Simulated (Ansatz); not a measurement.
**Nudged elastic band run: Cl2FH4NOTi**

input.yaml

```yaml
crystal:
  periodic: [false, false, false]
  atoms:
    - { symbol: Ti, position_ang: [-0.071907, -0.086572, 0.228394] }
    - { symbol: F, position_ang: [-0.472062, 0.081557, 1.915676] }
    - { symbol: Cl, position_ang: [1.94832, 0.648415, -0.400749] }
    - { symbol: O, position_ang: [-1.042093, 1.182672, -0.476909] }
    - { symbol: H, position_ang: [-1.37072, 1.520302, -1.315613] }
    - { symbol: Cl, position_ang: [-1.012875, -1.773325, -0.923056] }
    - { symbol: "N", position_ang: [1.182338, -1.825514, 1.038655] }
    - { symbol: H, position_ang: [0.593477, -2.534153, 1.476914] }
    - { symbol: H, position_ang: [1.69514, -2.275928, 0.281445] }
    - { symbol: H, position_ang: [1.863581, -1.502355, 1.726144] }
basis:
  gaussian: { orbitals: def2-SVP }
hamiltonian:
  xc: pbe0
neb:
  order_check: false
  images: 4
  f_tol: 0.05
  max_iterations: 60
  climbing: false
  final_atoms:
    - { symbol: Ti, position_ang: [0.30898411, -0.59364723, -0.74867516] }
    - { symbol: F, position_ang: [-0.28652074, 0.2362401, 2.41850926] }
    - { symbol: Cl, position_ang: [2.0966796, 0.13901796, -1.78076652] }
    - { symbol: O, position_ang: [-0.6349092, 0.71802265, -0.12230043] }
    - { symbol: H, position_ang: [-0.70948441, 0.82622716, 0.85692692] }
    - { symbol: Cl, position_ang: [-0.93457855, -1.97534429, -1.90779438] }
    - { symbol: "N", position_ang: [0.88727596, -1.49903064, 0.83057154] }
    - { symbol: H, position_ang: [0.49812955, -2.42549574, 1.01604574] }
    - { symbol: H, position_ang: [1.89061834, -1.52124652, 1.02236997] }
    - { symbol: H, position_ang: [0.19700433, -0.46964445, 1.96601405] }
  initial_path:
    images:
      - { positions_ang: [[-0.071907, -0.086572, 0.228394], [-0.472062, 0.081557, 1.915676], [1.94832, 0.648415, -0.400749], [-1.042093, 1.182672, -0.476909], [-1.37072, 1.520302, -1.315613], [-1.012875, -1.773325, -0.923056], [1.182338, -1.825514, 1.038655], [0.593477, -2.534153, 1.476914], [1.69514, -2.275928, 0.281445], [1.863581, -1.502355, 1.726144]] }
      - { positions_ang: [[-0.03790111, -0.04880802, 0.13807587], [-0.30041361, 0.03770382, 2.02203844], [2.07600036, 0.39174459, -0.53204886], [-0.97134355, 1.3458165, -0.53958797], [-1.5497633, 1.46001094, -1.1430351], [-1.04528223, -1.82628164, -0.89262696], [1.19509831, -1.84826927, 0.92194781], [0.66410619, -2.65801311, 1.1672315], [1.89628368, -2.07354358, 0.61899047], [1.38641426, -1.34526122, 1.7899158]] }
      - { positions_ang: [[-0.00389522, -0.01104403, 0.04775774], [-0.12876523, -0.00614937, 2.12840087], [2.20368072, 0.13507418, -0.66334871], [-0.9005941, 1.50896099, -0.60226693], [-1.72880661, 1.39971988, -0.97045719], [-1.07768945, -1.87923829, -0.86219792], [1.20785863, -1.87102455, 0.80524061], [0.73473538, -2.78187323, 0.85754899], [2.09742737, -1.87115916, 0.95653595], [0.90924752, -1.18816744, 1.85368759]] }
      - { positions_ang: [[0.072283, -0.11245908, -0.14765609], [-0.09165697, 0.02478725, 2.22896753], [2.23335264, 0.03319477, -0.93935222], [-0.81915734, 1.41603112, -0.53134522], [-1.59655949, 1.26090491, -0.53594921], [-1.06203016, -1.91964214, -1.0591456], [1.14884622, -1.80572788, 0.76362392], [0.71566588, -2.76014177, 0.76537534], [2.13652304, -1.72022286, 1.10472094], [0.57593218, -0.98162533, 1.9016616]] }
      - { positions_ang: [[0.19063355, -0.35305315, -0.44816563], [-0.18908885, 0.13051368, 2.32373839], [2.16501612, 0.08610637, -1.36005937], [-0.72703327, 1.06702688, -0.32682282], [-1.15302195, 1.04356603, 0.16048886], [-0.99830435, -1.94749321, -1.48346999], [1.01806109, -1.65237926, 0.79709773], [0.60689772, -2.59281876, 0.89071054], [2.01357069, -1.62073469, 1.06354546], [0.38646826, -0.72563489, 1.93383783]] }
      - { positions_ang: [[0.30898411, -0.59364723, -0.74867516], [-0.28652074, 0.2362401, 2.41850926], [2.0966796, 0.13901796, -1.78076652], [-0.6349092, 0.71802265, -0.12230043], [-0.70948441, 0.82622716, 0.85692692], [-0.93457855, -1.97534429, -1.90779438], [0.88727596, -1.49903064, 0.83057154], [0.49812955, -2.42549574, 1.01604574], [1.89061834, -1.52124652, 1.02236997], [0.19700433, -0.46964445, 1.96601405]] }
```

Command:

```bash
$ ansatz run input.yaml --threads 4 --pin off --max-ram 5120MiB --backend cpu --events-out ev --progress --plain --runs-dir out
```

Output, in part (warnings, iteration lines, the closing report on the highest movable image, with atoms numbered from 0):

```
NEB end point (image 0): max|allowed force component| = 3.594e-3 eV/Å (the criterion of neb.relax_end_points is 1.000e-2)
NEB end point (image 5): max|allowed force component| = 9.515e-3 eV/Å (the criterion of neb.relax_end_points is 1.000e-2)
NEB iter   1: max|band force component| = 4.390e1 eV/Å  barrier→ = 8.8637 eV  barrier← = 7.4732 eV  Δτ_max = 0.2000 Å  (195 SCF iters)
NEB iter   2: max|band force component| = 2.455e0 eV/Å  barrier→ = 2.2623 eV  barrier← = 0.8717 eV  Δτ_max = 0.2000 Å  (167 SCF iters)
NEB iter   3: max|band force component| = 7.708e0 eV/Å  barrier→ = 1.8527 eV  barrier← = 0.4622 eV  Δτ_max = 0.0995 Å  (150 SCF iters)
NEB iter   4: max|band force component| = 1.592e0 eV/Å  barrier→ = 1.7912 eV  barrier← = 0.4007 eV  Δτ_max = 0.1908 Å  (142 SCF iters)
NEB iter   5: max|band force component| = 1.419e0 eV/Å  barrier→ = 1.7595 eV  barrier← = 0.3689 eV  Δτ_max = 0.1918 Å  (148 SCF iters)
NEB iter   6: max|band force component| = 2.906e0 eV/Å  barrier→ = 1.7528 eV  barrier← = 0.3622 eV  Δτ_max = 0.0980 Å  (148 SCF iters)
NEB iter   7: max|band force component| = 1.176e0 eV/Å  barrier→ = 1.7501 eV  barrier← = 0.3596 eV  Δτ_max = 0.1002 Å  (142 SCF iters)
NEB iter   8: max|band force component| = 9.712e-1 eV/Å  barrier→ = 1.7401 eV  barrier← = 0.3496 eV  Δτ_max = 0.1003 Å  (140 SCF iters)
NEB iter   9: max|band force component| = 4.974e-1 eV/Å  barrier→ = 1.7277 eV  barrier← = 0.3372 eV  Δτ_max = 0.1003 Å  (142 SCF iters)
NEB iter  10: max|band force component| = 4.055e-1 eV/Å  barrier→ = 1.7108 eV  barrier← = 0.3202 eV  Δτ_max = 0.0996 Å  (141 SCF iters)
NEB iter  11: max|band force component| = 3.608e-1 eV/Å  barrier→ = 1.6810 eV  barrier← = 0.2904 eV  Δτ_max = 0.1008 Å  (140 SCF iters)
NEB iter  12: max|band force component| = 4.161e-1 eV/Å  barrier→ = 1.6288 eV  barrier← = 0.2383 eV  Δτ_max = 0.0502 Å  (140 SCF iters)
NEB iter  13: max|band force component| = 3.672e-1 eV/Å  barrier→ = 1.5888 eV  barrier← = 0.1983 eV  Δτ_max = 0.0503 Å  (142 SCF iters)
NEB iter  14: max|band force component| = 3.036e-1 eV/Å  barrier→ = 1.5408 eV  barrier← = 0.1503 eV  Δτ_max = 0.0506 Å  (141 SCF iters)
NEB iter  15: max|band force component| = 3.119e-1 eV/Å  barrier→ = 1.4980 eV  barrier← = 0.1075 eV  Δτ_max = 0.0507 Å  (142 SCF iters)
NEB iter  16: max|band force component| = 2.506e-1 eV/Å  barrier→ = 1.4625 eV  barrier← = 0.0720 eV  Δτ_max = 0.0497 Å  (141 SCF iters)
NEB iter  17: max|band force component| = 2.057e-1 eV/Å  barrier→ = 1.4388 eV  barrier← = 0.0483 eV  Δτ_max = 0.0500 Å  (141 SCF iters)
NEB iter  18: max|band force component| = 4.295e-1 eV/Å  barrier→ = 1.4279 eV  barrier← = 0.0373 eV  Δτ_max = 0.0250 Å  (142 SCF iters)
NEB iter  19: max|band force component| = 1.564e-1 eV/Å  barrier→ = 1.4205 eV  barrier← = 0.0300 eV  Δτ_max = 0.0500 Å  (145 SCF iters)
NEB iter  20: max|band force component| = 1.376e-1 eV/Å  barrier→ = 1.4170 eV  barrier← = 0.0265 eV  Δτ_max = 0.0500 Å  (141 SCF iters)
NEB iter  21: max|band force component| = 1.444e-1 eV/Å  barrier→ = 1.4151 eV  barrier← = 0.0246 eV  Δτ_max = 0.0502 Å  (141 SCF iters)
NEB iter  22: max|band force component| = 7.840e-2 eV/Å  barrier→ = 1.4148 eV  barrier← = 0.0243 eV  Δτ_max = 0.0984 Å  (144 SCF iters)
NEB iter  23: max|band force component| = 6.815e-2 eV/Å  barrier→ = 1.4164 eV  barrier← = 0.0259 eV  Δτ_max = 0.0986 Å  (140 SCF iters)
NEB iter  24: max|band force component| = 8.676e-2 eV/Å  barrier→ = 1.4189 eV  barrier← = 0.0284 eV  Δτ_max = 0.0214 Å  (142 SCF iters)
NEB iter  25: max|band force component| = 8.242e-2 eV/Å  barrier→ = 1.4187 eV  barrier← = 0.0282 eV  Δτ_max = 0.0500 Å  (130 SCF iters)
NEB iter  26: max|band force component| = 1.686e-1 eV/Å  barrier→ = 1.4177 eV  barrier← = 0.0271 eV  Δτ_max = 0.0170 Å  (143 SCF iters)
NEB iter  27: max|band force component| = 2.335e-2 eV/Å  barrier→ = 1.4179 eV  barrier← = 0.0274 eV  Δτ_max = 0.0000 Å  (257 SCF iters)
Total energy: -54450.25623872 eV, -2001.0100090638 hartree
Atom 0 at     0.427651    -0.533972    -0.704239 Å, force     0.000585    -0.007227    -0.000901 eV/Å
Atom 1 at    -0.986602    -0.269383     2.113027 Å, force     0.018032     0.015910     0.008311 eV/Å
Atom 2 at     2.039277    -0.260155    -2.164361 Å, force     0.002585     0.013192     0.012270 eV/Å
Atom 3 at    -0.090513     0.982190    -0.035708 Å, force    -0.017676    -0.003225    -0.004412 eV/Å
Atom 4 at    -0.587743     0.917688     0.812131 Å, force    -0.004661    -0.008057     0.001615 eV/Å
Atom 5 at    -1.218072    -1.778708    -1.427677 Å, force     0.010836    -0.008143    -0.014086 eV/Å
Atom 6 at     1.040535    -1.398741     0.879300 Å, force    -0.002176    -0.000949    -0.002703 eV/Å
Atom 7 at     1.177093    -2.410552     0.873536 Å, force    -0.020035     0.000333     0.003348 eV/Å
Atom 8 at     1.797388    -0.962656     1.409588 Å, force     0.000637    -0.013975    -0.009064 eV/Å
Atom 9 at    -0.285816    -0.850613     1.795303 Å, force     0.011875     0.012141     0.005621 eV/Å
Dipole moment:     0.406694    -0.287684     0.370875 e Å
```

The run converged. No image climbed, so the highest image needn't sit at the top of the path. The orbitals stay closed-shell, which can raise the energy where a bond breaks towards radicals; this wasn't checked here.

Final band (atoms are numbered from 1 in the order of the input):

```csv
image,path coordinate (Å),energy (kJ/mol),Ti1–F2 (Å),N7–H10 (Å),F2–H10 (Å)
0,0.00,0.0,1.74,1.02,2.83
1,1.81,2.2,1.74,1.02,2.55
2,3.61,12.8,1.77,1.02,2.39
3,5.42,49.8,1.86,1.03,1.87
4,7.22,136.8,3.16,1.70,0.96
5,9.03,134.2,3.33,1.68,0.97
```

The run took 3.2 min on 4 threads of Intel(R) Xeon(R) 6975P-C (Granite Rapids), with other jobs on the host, peak memory 0.41 GiB.
